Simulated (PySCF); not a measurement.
PySCF input (M06-2X/6-31G* (5d)):

```python
from pyscf import gto, dft

mol = gto.M(
    atom='''
    Be   -0.00000000   -0.00000000   -1.39842396
    Cl    0.00000000    0.00000000    0.32904093
    ''',
    basis='6-31g*',
    charge=1,
    spin=0,
    verbose=4,
)

mf = dft.RKS(mol, xc='m062x')
mf.grids.level = 4
mf.conv_tol = 1e-9
mf.max_cycle = 100
mf.max_memory = 1500
mf.kernel()
if not mf.converged:
    mf = mf.newton()
    mf.kernel(mf.make_rdm1())
mf.dip_moment()
```

Output:

```
PySCF version 2.14.0

[INPUT] verbose = 4
[INPUT] num. atoms = 2
[INPUT] num. electrons = 20
[INPUT] charge = 1
[INPUT] spin (= nelec alpha-beta = 2S) = 0
[INPUT] symmetry False subgroup None
[INPUT] Mole.unit = angstrom
[INPUT] Symbol           X                Y                Z      unit          X                Y                Z       unit  Magmom
[INPUT]  1 Be     0.000000000000   0.000000000000  -1.398423960000 AA    0.000000000000   0.000000000000  -2.642638290430 Bohr   0.0
[INPUT]  2 Cl     0.000000000000   0.000000000000   0.329040930000 AA    0.000000000000   0.000000000000   0.621797241472 Bohr   0.0

nuclear repulsion = 20.8305538079909
number of shells = 14
number of NR pGTOs = 78
number of NR cGTOs = 32
basis = 6-31g*
ecp = {}

******** <class 'pyscf.dft.rks.RKS'> ********
method = RKS
initial guess = minao
damping factor = 0
level_shift factor = 0
DIIS = <class 'pyscf.scf.diis.CDIIS'>
diis_start_cycle = 1
diis_space = 8
diis_damp = 0
SCF conv_tol = 1e-09
SCF conv_tol_grad = None
SCF max_cycles = 100
direct_scf = True
direct_scf_tol = 1e-13
XC library pyscf.dft.libxc version 7.1.2
    S. Lehtola, C. Steigemann, M. J. T. Oliveira, and M. A. L. Marques,  SoftwareX 7, 1–5 (2018)
XC functionals = m062x
    Y. Zhao and D. G. Truhlar,  Theor. Chem. Acc. 120, 215 (2008)
    Y. Zhao and D. G. Truhlar,  Theor. Chem. Acc. 120, 215 (2008)
radial grids:
    Treutler-Ahlrichs [JCP 102, 346 (1995); DOI:10.1063/1.469408] (M4) radial grids

becke partition: Becke, JCP 88, 2547 (1988); DOI:10.1063/1.454033
pruning grids: <function nwchem_prune>
grids dens level: 4
symmetrized grids: False
atomic radii adjust function: <function treutler_atomic_radii_adjust>
small_rho_cutoff = 0
Set gradient conv threshold to 3.16228e-05
Initial guess from minao.
tot grids = 56568
init E= -475.090234538309
  HOMO = -0.442266503075101  LUMO = -0.168697190613814  gap/eV = 7.44420
cycle= 1 E= -474.552483998393  delta_E= 0.538  |g|= 0.265  |ddm|= 1.69
  HOMO = -0.60821687015142  LUMO = -0.410867139504417  gap/eV = 5.37016
cycle= 2 E= -474.567510415216  delta_E= -0.015  |g|= 0.261  |ddm|= 0.771
  HOMO = -0.644737231593471  LUMO = -0.377307883029575  gap/eV = 7.27712
cycle= 3 E= -474.589981809589  delta_E= -0.0225  |g|= 0.0214  |ddm|= 0.332
  HOMO = -0.635797752792449  LUMO = -0.373202309135193  gap/eV = 7.14559
cycle= 4 E= -474.590248063995  delta_E= -0.000266  |g|= 0.00813  |ddm|= 0.0416
  HOMO = -0.637892631094959  LUMO = -0.374694211151292  gap/eV = 7.16199
cycle= 5 E= -474.590288022741  delta_E= -4e-05  |g|= 0.00213  |ddm|= 0.0135
  HOMO = -0.637560096738274  LUMO = -0.3755005235278  gap/eV = 7.13100
cycle= 6 E= -474.590294098265  delta_E= -6.08e-06  |g|= 0.000265  |ddm|= 0.00718
  HOMO = -0.637526462727387  LUMO = -0.375555407217846  gap/eV = 7.12860
cycle= 7 E= -474.590294213934  delta_E= -1.16e-07  |g|= 1.13e-05  |ddm|= 0.00118
  HOMO = -0.637526446164199  LUMO = -0.375557324103258  gap/eV = 7.12854
cycle= 8 E= -474.590294214014  delta_E= -8.05e-11  |g|= 2.6e-06  |ddm|= 2.96e-05
  HOMO = -0.637527434176724  LUMO = -0.37555608026432  gap/eV = 7.12860
Extra cycle  E= -474.590294214016  delta_E= -1.93e-12  |g|= 1.89e-06  |ddm|= 6.64e-06
converged SCF energy = -474.590294214016

WARN: System has nonzero charge 1; the dipole moment is origin-dependent.
Location of origin: [0. 0. 0.]

Dipole moment(X, Y, Z, Debye):  0.00000, -0.00000, -8.40127
```

The dipole moment of an ion depends on the origin.
